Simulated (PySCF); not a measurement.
## Bond curve of SrB⁺

Set-up: basis Sr def2-SVPD with ECP28, B def2-SVPD; scalar-relativistic core potentials; PySCF 2.14. Energies in eV from Sr⁺ + B in their ground configurations at the same level. State: ³Π (triplet), unpaired electrons σ ↑, π ↑.

All columns are PBE0. A positive dipole points towards B; it is taken about the centre of mass and depends on that origin.

```json
{"R (Å)": "2.261", "E (eV)": "-0.654", "μ (D)": "-4.36", "Mulliken charge on Sr (basis-dependent)": "0.98", "HOMO (eV)": "-9.61", "LUMO (eV)": "-7.46", "Mayer bond order": "1.38", "⟨S²⟩": "2.00"}
{"R (Å)": "2.366", "E (eV)": "-0.951", "μ (D)": "-4.60", "Mulliken charge on Sr (basis-dependent)": "1.04", "HOMO (eV)": "-9.57", "LUMO (eV)": "-7.25", "Mayer bond order": "1.31", "⟨S²⟩": "2.00"}
{"R (Å)": "2.471", "E (eV)": "-1.117", "μ (D)": "-4.78", "Mulliken charge on Sr (basis-dependent)": "1.10", "HOMO (eV)": "-9.35", "LUMO (eV)": "-7.07", "Mayer bond order": "1.25", "⟨S²⟩": "2.00"}
{"R (Å)": "2.550", "E (eV)": "-1.175", "μ (D)": "-4.88", "Mulliken charge on Sr (basis-dependent)": "1.13", "HOMO (eV)": "-9.22", "LUMO (eV)": "-6.95", "Mayer bond order": "1.21", "⟨S²⟩": "2.00"}
{"R (Å)": "2.629", "E (eV)": "-1.189", "μ (D)": "-4.95", "Mulliken charge on Sr (basis-dependent)": "1.15", "HOMO (eV)": "-9.10", "LUMO (eV)": "-6.84", "Mayer bond order": "1.17", "⟨S²⟩": "2.00"}
{"R (Å)": "2.708", "E (eV)": "-1.171", "μ (D)": "-5.00", "Mulliken charge on Sr (basis-dependent)": "1.17", "HOMO (eV)": "-8.99", "LUMO (eV)": "-6.75", "Mayer bond order": "1.13", "⟨S²⟩": "2.01"}
{"R (Å)": "2.813", "E (eV)": "-1.109", "μ (D)": "-5.00", "Mulliken charge on Sr (basis-dependent)": "1.18", "HOMO (eV)": "-8.88", "LUMO (eV)": "-6.77", "Mayer bond order": "1.08", "⟨S²⟩": "2.01"}
{"R (Å)": "2.945", "E (eV)": "-0.992", "μ (D)": "-4.92", "Mulliken charge on Sr (basis-dependent)": "1.18", "HOMO (eV)": "-8.78", "LUMO (eV)": "-6.81", "Mayer bond order": "1.02", "⟨S²⟩": "2.01"}
{"R (Å)": "3.102", "E (eV)": "-0.826", "μ (D)": "-4.67", "Mulliken charge on Sr (basis-dependent)": "1.17", "HOMO (eV)": "-8.72", "LUMO (eV)": "-6.89", "Mayer bond order": "0.93", "⟨S²⟩": "2.01"}
{"R (Å)": "3.312", "E (eV)": "-0.606", "μ (D)": "-4.10", "Mulliken charge on Sr (basis-dependent)": "1.14", "HOMO (eV)": "-8.72", "LUMO (eV)": "-6.98", "Mayer bond order": "0.77", "⟨S²⟩": "2.01"}
```

A fit through these points gives, at Re = 2.621 Å, μ = -4.95 D and dμ/dR = -0.777 D/Å; the reduced mass is 9.784 u.

Problem. How strong is the fundamental in the double-harmonic approximation, I = 42.26·(dμ/dR)²/μred km/mol?

Solution. I = 42.26·(-0.777)²/9.784 = 2.61 km/mol at PBE0.

Spin–orbit coupling is left out. For an ion De counts to the pair picked by the measured ionisation energies or electron affinities, which need not be the lowest pair at this level. The state was picked by a PBE0 search and need not be the measured ground state.
